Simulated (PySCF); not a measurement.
Compound: GeH7NOSi.
Atom-mapped SMILES: `[NH2:1][SiH2:2][O:3][GeH3:4]` (hydrogens: H5, H6 on N1; H7, H8 on Si2; H9, H10, H11 on Ge4)

All values: wB97X-D/def2-SVPD (PySCF, non-relativistic), on one gas-phase PBE0-D3(BJ)/def2-SVP geometry that isn't relaxed in the solvent. The solvent is an IEF-PCM continuum (Bondi radii, 1.10 Å for H, scaled by 1.2), and excitations are vertical TDDFT with non-equilibrium linear response and a frozen core. Only the electrostatic response of the medium enters. Spin–orbit coupling is left out although an atom past zinc is present.

Gas-phase singlets (H = HOMO, L = LUMO):

| state | E (eV) | λ (nm) | f | leading configurations |
| --- | --- | --- | --- | --- |
| S1 | 6.803 | 182 | 0.058 | H→L 56%, H→L+2 22%, H→L+1 16% |
| S2 | 7.247 | 171 | 0.001 | H-1→L+1 82% |
| S3 | 7.590 | 163 | 0.040 | H→L+1 51%, H-2→L+1 18%, H→L+2 9% |
| S4 | 7.730 | 160 | 0.080 | H-1→L 82% |
| S5 | 8.021 | 155 | 0.014 | H-2→L+1 65%, H→L+1 10% |

Problem. Give the list for chloroform (ε = 4.711), n² = 2.09.

Solution. 
| state | E (eV) | λ (nm) | f | leading configurations | change by rank (eV) |
| --- | --- | --- | --- | --- | --- |
| S1 | 6.866 | 181 | 0.081 | H→L 54%, H→L+2 26%, H→L+1 13% | +0.063 |
| S2 | 7.293 | 170 | 0.003 | H-1→L+1 82% | +0.046 |
| S3 | 7.531 | 165 | 0.060 | H→L+1 60%, H→L+2 11%, H-2→L+1 10% | -0.059 |
| S4 | 7.811 | 159 | 0.136 | H-1→L 83% | +0.081 |
| S5 | 7.979 | 155 | 0.011 | H-2→L+1 74% | -0.042 |

Problem. The ground-state energy changes by -0.112 eV from gas to chloroform. By how much does the total energy of gas-phase S1 change?

Solution. E(S1) = E(S0) + excitation energy, so it changes by -0.112 + 0.063 = -0.049 eV: it is lowered less than the ground state, which is what a blue shift means. This is the vertical state, with the slow part of the continuum still set for S0.

Problem. How do the frontier levels move from gas to chloroform?

Solution. 
```
orbital  gas (eV)  solvent (eV)  change (eV)                    Löwdin shares, gas                Löwdin shares, solvent
 LUMO+2      2.54          2.64        +0.10    Ge4 28 %, Si2 14 %, N1 9 %, H6 9 %    Ge4 24 %, Si2 20 %, N1 9 %, O3 8 %
 LUMO+1      1.83          1.90        +0.07  Ge4 34 %, Si2 12 %, O3 12 %, H9 12 %  Ge4 34 %, O3 14 %, Si2 13 %, H9 11 %
   LUMO      1.69          1.81        +0.12   Ge4 40 %, Si2 12 %, H11 8 %, H9 8 %   Ge4 43 %, Si2 13 %, H11 8 %, H9 8 %
   HOMO     -9.61         -9.50        +0.11     N1 65 %, O3 10 %, Si2 8 %, H6 6 %      N1 67 %, O3 9 %, Si2 8 %, H6 6 %
 HOMO-1    -10.07        -10.10        -0.03  O3 43 %, Si2 14 %, H8 12 %, Ge4 10 %  O3 42 %, Si2 14 %, H8 11 %, Ge4 11 %
 HOMO-2    -10.88        -10.87        +0.01  O3 34 %, Ge4 24 %, H10 15 %, H11 8 %  O3 32 %, Ge4 25 %, H10 17 %, H11 8 %
 HOMO-3    -11.49        -11.46        +0.03  Ge4 23 %, Si2 19 %, H9 15 %, H7 13 %  Ge4 23 %, Si2 19 %, H9 15 %, H7 13 %
```

The HOMO–LUMO gap goes from 11.30 to 11.30 eV.

Conformer computed: `[NH2:1][SiH2:2][O:3][GeH3:4]`: N1–Si2–O3–Ge4 -19°, H–N1–Si2–O3 -83°, H–N1–Si2–O3 96°.

Note: wB97X-D ran without an empirical dispersion term, which enters the total energy and its gradient alone.
